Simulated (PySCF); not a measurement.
# A small calculation by hand: dipole moment from atomic charges

1-bromo-3-fluoropropa-1,2-diene (C3H2BrF), SMILES FC=C=CBr. Atoms are numbered in the order given.

```xyz
7

F     -3.1545     0.3517    -0.9321
C     -2.4035    -0.4426    -0.1635
C     -1.1131    -0.5954    -0.3366
C      0.1730    -0.7753    -0.4678
Br     1.4519     0.2920     0.4194
H     -2.9763    -0.9545     0.6177
H      0.6121    -1.5525    -1.1004
```
Charge 0, spin multiplicity 1.

The structure is a stationary point at ωB97X-D3(BJ)/def2-SVP.

Charges (e) from ωB97X/def2-TZVP in PySCF:

| atom | IAO | ESP fit |
|---|---|---|
| F1 | -0.265 | -0.089 |
| C2 | 0.146 | -0.085 |
| C3 | -0.062 | 0.044 |
| C4 | -0.212 | -0.242 |
| Br5 | 0.036 | -0.022 |
| H6 | 0.170 | 0.179 |
| H7 | 0.187 | 0.216 |

The dipole moment of the full density is 1.53 D.

Problem. What dipole moment does each set of point charges give, and which comes closer to that of the density?

Solution. 
μ = Σ q r, and 1 e Å = 4.8032 D.
IAO: Σ q r = (0.178, -0.399, 0.258) e Å, |μ| = 2.43 D.
ESP fit: Σ q r = (-0.038, -0.345, 0.059) e Å, |μ| = 1.69 D.
ESP fit comes closer in size. Point charges leave out the atoms' own dipoles (lone pairs, polarised bonds); fits to the potential absorb them, partitions of the density don't.
